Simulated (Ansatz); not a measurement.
Isolated molecules relaxed with PBE0-D4/def2-TZVP in Ansatz; ΔE leaves out vibrations. CCSD(T)/CBS adds triple-zeta CCSD(T) − MP2 to the extrapolated MP2 energy (def2 sets, frozen cores). This one scheme is used for every species. Functionals use def2-TZVPP. B3LYP here is the variant with VWN-RPA as its local correlation; programs differ in this. For Ge outer-core shells are correlated without core-valence functions, which leaves a few kJ/mol of doubt a bond. Scalar relativity is left out up to krypton. Each species was taken in one conformer, which may not be the lowest.

`CS[Si]SC` + `[CH3][AlH][GeH3]` → `C[Si]SC` + `C[S][AlH][GeH3]`  (redistribution)

```csv
level,ΔE (kJ/mol),difference from CCSD(T)/CBS
PBE-D4,-34.6,7.5
r2SCAN-D4,-38.2,3.9
PBE0-D4,-40.3,1.8
B3LYP-D4,-36.1,6.0
ωB97X-V,-44.6,-2.5
ωB97M-V,-41.5,0.6
B2PLYP,-41.3,0.8
PBE,-37.8,4.3
r2SCAN,-39.1,3.0
PBE0,-43.2,-1.1
B3LYP,-41.1,1.0
HF/def2-TZVPP,-55.5,-13.4
MP2/def2-TZVPP,-41.5,0.6
SCS-MP2/def2-TZVPP,-43.5,-1.4
CCSD/def2-TZVPP,-46.3,-4.2
CCSD(T)/def2-TZVPP,-43.1,-1.0
HF/def2-QZVPP,-55.7,-13.6
MP2/def2-QZVPP,-40.9,1.2
SCS-MP2/def2-QZVPP,-43.3,-1.2
HF/CBS(def2),-55.7,-13.6
MP2/CBS(def2),-40.4,1.7
CCSD/CBS(def2),-45.2,-3.1
CCSD(T)/CBS,-42.1,0
```

Largest T1 diagnostic among the species: 0.015.

The D4 term adds +5.0 kJ/mol with B3LYP and +2.9 kJ/mol with PBE0; it sums over pairs of atoms, weighted by their polarisabilities, and B3LYP, whose exchange is more repulsive, gets the larger term. From PBE to PBE0 (25 % exact exchange), in def2-TZVPP and without D4, ΔE moves by −5.4 kJ/mol.
